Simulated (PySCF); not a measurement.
# Electron correlation in Mo⁺ (molybdenum, charge +1)

[Kr] 4d4 5s1, high-spin 6D determinant (an excited configuration). All numbers are calculated (PySCF 2.14, a scalar-relativistic core potential, in def2-QZVPPD with the def2 core potential (28 electrons)). Frozen: 4s2 4p6; 5 electrons correlated.

```json
{"level": "CCSD", "correlation energy (mhartree)": "-61.14"}
{"level": "(T)", "correlation energy (mhartree)": "-1.16"}
{"level": "CCSD(T)", "correlation energy (mhartree)": "-62.30"}
```

Diagnostics: T1 = 0.0058, D1 = 0.0177, largest double amplitude 0.023.

Is a single reference adequate?

Yes, within this model without spin-orbit coupling: T1 lies below 0.03 and no double amplitude reaches 0.07.
